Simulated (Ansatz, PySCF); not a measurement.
System: 2,2,2-trifluoroacetaldehyde, C$_{2}$HF$_{3}$O (charge 0, singlet). 
Structure (B3LYP-D3(BJ)/def2-TZVP (Ansatz, a quantum-chemistry and plane-wave program) minimum search):
SMILES: O=CC(F)(F)F
```xyz
7

O      1.7267    -0.8687    -0.6764
C      1.1817     0.1035    -0.2544
C     -0.3170     0.1282     0.1148
F     -0.4462     0.4647     1.4121
F     -0.9157    -1.0378    -0.0890
F     -0.9367     1.0716    -0.6193
H      1.6852     1.0729    -0.0863
```

Dipole moments at this geometry, in debye (magnitudes).

```csv
level,program,dipole (D)
HF/def2-TZVPD,PySCF,2.03
BLYP/def2-TZVPD,Ansatz,1.61
revPBE/def2-TZVPD,Ansatz,1.57
r2SCAN/def2-TZVPD,PySCF,1.65
B97M-V/def2-TZVPD,Ansatz,1.61
B3LYP/def2-TZVPD,Ansatz,1.72
BHLYP/def2-TZVPD,Ansatz,1.86
TPSSh/def2-TZVPD,PySCF,1.67
r2SCANh/def2-TZVPD,Ansatz,1.70
r2SCAN0/def2-TZVPD,Ansatz,1.76
CAM-B3LYP/def2-TZVPD,Ansatz,1.78
LC-wPBE/def2-TZVPD,Ansatz,1.78
wB97M-V/def2-TZVPD,Ansatz,(withheld)
CCSD(T)/aug-cc-pVDZ,Ansatz,(withheld)
```

Problem. Complete the blanks.

Solution. 
- wB97M-V/def2-TZVPD, dipole (D): 1.73
- CCSD(T)/aug-cc-pVDZ, dipole (D): 1.68
